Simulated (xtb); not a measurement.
Cl5OSi2, doublet, geometry from GFN2-xTB, atoms displaced at random by about 0.05 Å a coordinate; GFN2-xTB with ALPB(chcl3) run with xtb.

The xtb input:
```
$ xtb mol.xyz --gfn 2 --uhf 1 --opt --alpb chcl3 --json

# file mol.xyz
8

Cl     2.38929716    -1.73074351    -0.65882683
Si     1.93693569     0.08523036     0.20949456
Cl     2.21203505     1.62560701    -1.10663028
O      0.39408419     0.17694019     0.59793469
Si    -1.24983943    -0.02273265     0.44996876
Cl    -1.93239418     1.12018195     1.76621682
Cl    -1.71791979    -1.90629597     0.59742794
Cl    -1.70639793     0.64977960    -1.45613007
```

Predict the main parts of the log of this xtb run.


```
   ID    Z sym.   atoms
    1   17 Cl     1, 3, 6-8
    2   14 Si     2, 5
    3    8 O      4

           -------------------------------------------------
          |                Calculation Setup                |
           -------------------------------------------------

           -------------------------------------------------
          |                 G F N 2 - x T B                 |
           -------------------------------------------------

      * Solvation model:               ALPB
        Solvent                        chcl3
        Parameter file                 internal GFN2-xTB/ALPB
        Dielectric constant                4.8100E+00
        Reference state                gsolv [1 M gas/solution]
        Free energy shift                  3.8910E-03 Eh       2.4417E+00 kcal/mol
        Temperature                        2.9815E+02 K
        Density                            1.4900E+00 kg/L
        Solvent mass                       1.1938E+02 g/mol
        Interaction kernel             P16
        Born radius scaling (c1)           1.3274E+00
        Born radii integrator          GBOBC
        Born offset                        0.0000E+00 a0       0.0000E+00 AA
        H-bond correction              false
        Ion screening                  false
        Surface tension                    1.0000E-05 Eh       1.5569E+01 dyn/cm
        Grid points                               230 per atom

          ...................................................
          :                      SETUP                      :
          :.................................................:
          :  # basis functions                  74          :
          :  # atomic orbitals                  67          :
          :  # shells                           23          :
          :  # electrons                        49          :
          :  max. iterations                   250          :
          :  Hamiltonian                  GFN2-xTB          :
          :  restarted?                      false          :
          :  GBSA solvation                   true          :
          :  PC potential                    false          :
          :  electronic temp.          300.0000000     K    :
          :  accuracy                    1.0000000          :
          :  -> integral cutoff          0.2500000E+02      :
          :  -> integral neglect         0.1000000E-07      :
          :  -> SCF convergence          0.1000000E-05 Eh   :
          :  -> wf. convergence          0.1000000E-03 e    :
          :  Broyden damping             0.4000000          :
          :  net charge                          0          :
          :  unpaired electrons                  1          :
          ...................................................

 iter      E             dE          RMSdq      gap      omega  full diag
   1    -30.4864301 -0.304864E+02  0.792E+00    4.03       0.0  T
   2    -30.5836435 -0.972134E-01  0.574E+00    3.53       1.0  T
   3    -30.5971585 -0.135150E-01  0.284E+00    3.93       1.0  T
   4    -30.5913662  0.579225E-02  0.186E+00    3.45       1.0  T
   5    -30.6101208 -0.187545E-01  0.733E-01    3.78       1.0  T
   6    -30.6102301 -0.109307E-03  0.261E-01    3.82       1.0  T
   7    -30.6101946  0.354311E-04  0.282E-01    3.80       1.0  T
   8    -30.6104076 -0.212999E-03  0.168E-01    3.81       1.0  T
   9    -30.6100264  0.381200E-03  0.287E-01    3.79       1.0  T
  10    -30.6105527 -0.526238E-03  0.370E-02    3.81       1.0  T
  11    -30.6105549 -0.220127E-05  0.275E-02    3.81       1.3  T
  12    -30.6105550 -0.135995E-06  0.262E-02    3.81       1.3  T
  13    -30.6105530  0.201678E-05  0.314E-02    3.81       1.1  T
  14    -30.6105562 -0.319330E-05  0.207E-02    3.81       1.7  T
  15    -30.6105588 -0.257610E-05  0.384E-03    3.81       9.2  T
  16    -30.6105588 -0.741373E-07  0.122E-03    3.81      29.0  T
[...]
 * total energy  :   -30.5447710 Eh     change       -0.1627233E-04 Eh
 * total energy  :   -30.5447838 Eh     change       -0.1282148E-04 Eh
 * total energy  :   -30.5448134 Eh     change       -0.2962782E-04 Eh
 * total energy  :   -30.5448266 Eh     change       -0.1310480E-04 Eh
 * total energy  :   -30.5448418 Eh     change       -0.1520083E-04 Eh
 * total energy  :   -30.5448471 Eh     change       -0.5360159E-05 Eh
 * total energy  :   -30.5448554 Eh     change       -0.8326895E-05 Eh
 * total energy  :   -30.5448651 Eh     change       -0.9634136E-05 Eh
 * total energy  :   -30.5448765 Eh     change       -0.1137471E-04 Eh
 * total energy  :   -30.5448874 Eh     change       -0.1094135E-04 Eh
 * total energy  :   -30.5448924 Eh     change       -0.5010466E-05 Eh
 * total energy  :   -30.5448956 Eh     change       -0.3170372E-05 Eh
   *** GEOMETRY OPTIMIZATION CONVERGED AFTER 19 ITERATIONS ***
         :: total energy             -30.544895573884 Eh    ::
[...]
        20        2.0000           -0.4518774             -12.2962
        21        2.0000           -0.4507859             -12.2665
        22        2.0000           -0.4495154             -12.2319
        23        2.0000           -0.4479545             -12.1895
        24        2.0000           -0.4462329             -12.1426
        25        1.0000           -0.3408652              -9.2754 (HOMO)
        26                         -0.2023156              -5.5053 (LUMO)
        27                         -0.1886225              -5.1327
        28                         -0.1762022              -4.7947
        29                         -0.1618677              -4.4046
        30                         -0.1506251              -4.0987
        31                         -0.1253746              -3.4116
        32                         -0.0792516              -2.1565
        33                         -0.0377980              -1.0285
        34                         -0.0353442              -0.9618
        35                         -0.0122194              -0.3325
        36                         -0.0088333              -0.2404
       ...                                ...                  ...
        67                          0.9183377              24.9892
      -------------------------------------------------------------
                  HL-Gap            0.1385496 Eh            3.7701 eV
             Fermi-level           -0.3325697 Eh           -9.0497 eV

     #   Z          covCN         q      C6AA      α(0)
     1  17 Cl       0.806    -0.138   103.362    15.553
     2  14 Si       2.422     0.550   173.924    28.774
     3  17 Cl       0.806    -0.139   103.386    15.554
     4   8 O        1.540    -0.414    21.204     6.212
     5  14 Si       3.227     0.621   129.989    23.751
     6  17 Cl       0.811    -0.159   104.014    15.602
     7  17 Cl       0.811    -0.161   104.076    15.606
     8  17 Cl       0.811    -0.161   104.083    15.607

 Mol. C6AA /au·bohr⁶  :       6281.407737
 Mol. C8AA /au·bohr⁸  :     303851.820615
 Mol. α(0) /au        :        136.659548

Wiberg/Mayer (AO) data.
largest (>0.10) Wiberg bond orders for each atom

 ---------------------------------------------------------------------------
     #   Z sym  total        # sym  WBO       # sym  WBO       # sym  WBO
 ---------------------------------------------------------------------------
     1  17 Cl   1.328 --     2 Si   1.180
     2  14 Si   3.434 --     1 Cl   1.180     3 Cl   1.179     4 O    1.017
     3  17 Cl   1.327 --     2 Si   1.179
     4   8 O    2.374 --     5 Si   1.123     2 Si   1.017
     5  14 Si   4.497 --     4 O    1.123     6 Cl   1.114     7 Cl   1.111
                             8 Cl   1.109
     6  17 Cl   1.298 --     5 Si   1.114
     7  17 Cl   1.297 --     5 Si   1.111
     8  17 Cl   1.302 --     5 Si   1.109
 ---------------------------------------------------------------------------

Topologies differ in total number of bonds
Writing topology from bond orders to xtbtopo.mol

molecular dipole:
                 x           y           z       tot (Debye)
 q only:        0.721       0.032       0.396
   full:        0.350       0.012       0.085       0.916
molecular quadrupole (traceless):
                xx          xy          yy          xz          yz          zz
 q only:        4.548       0.244      -3.743       3.849       0.178      -0.805
  q+dip:        0.368       0.094      -1.609       2.769      -0.018       1.242
   full:        1.776       0.122      -2.279       2.068      -0.064       0.502

optimized geometry written to: xtbopt.xyz

           -------------------------------------------------
          | TOTAL ENERGY              -30.544895573884 Eh   |
          | GRADIENT NORM               0.000279539495 Eh/α |
          | HOMO-LUMO GAP               3.770125462745 eV   |
           -------------------------------------------------

normal termination of xtb
```
